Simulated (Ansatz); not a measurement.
`C#[C][Zr]([OH])([F])[O]C` and `CC[N](C)[Zr]([OH])([F])[O]C` differ in one atom or group.

Ansatz, PBE0-D4/def2-TZVP geometries, multiplicity 1. Each molecule was computed in one conformer, which needn't be the lowest.

Elements past krypton have def2 core potentials.

```tsv
property	`C#[C][Zr]([OH])([F])[O]C`
HOMO energy (PBE/def2-TZVPP) / eV	-6.61
LUMO energy (B3LYP/def2-TZVPP) / eV	-1.26
HOMO–LUMO gap (PBE0/def2-TZVPP) / eV	6.81
size of the dipole moment (B3LYP/def2-TZVPP) / D	3.10
HOMO–LUMO gap (B3LYP/def2-TZVPP) / eV	6.33
size of the dipole moment (PBE/def2-TZVPP) / D	3.08
```

Task: What does the change do to each property? (Best estimate.)

Result: The calculation gave: 
```json
{"property": "HOMO energy (PBE/def2-TZVPP) / eV", "`CC[N](C)[Zr]([OH])([F])[O]C`": "-4.99", "shift": "1.62"}
{"property": "LUMO energy (B3LYP/def2-TZVPP) / eV", "`CC[N](C)[Zr]([OH])([F])[O]C`": "-0.28", "shift": "0.98"}
{"property": "HOMO–LUMO gap (PBE0/def2-TZVPP) / eV", "`CC[N](C)[Zr]([OH])([F])[O]C`": "6.24", "shift": "-0.57"}
{"property": "size of the dipole moment (B3LYP/def2-TZVPP) / D", "`CC[N](C)[Zr]([OH])([F])[O]C`": "2.47", "shift": "-0.63"}
{"property": "HOMO–LUMO gap (B3LYP/def2-TZVPP) / eV", "`CC[N](C)[Zr]([OH])([F])[O]C`": "5.77", "shift": "-0.56"}
{"property": "size of the dipole moment (PBE/def2-TZVPP) / D", "`CC[N](C)[Zr]([OH])([F])[O]C`": "2.39", "shift": "-0.69"}
```

With PBE0 the HOMO rises by 1.60 eV and the LUMO rises by 1.03 eV, so the gap narrows by about 0.57 eV. PBE moves the HOMO by 1.62 eV and ωB97M-V by 1.58 eV. Dipoles are sizes alone; their direction can turn.

B3LYP here is the variant with VWN-RPA as its local correlation; programs differ in this.
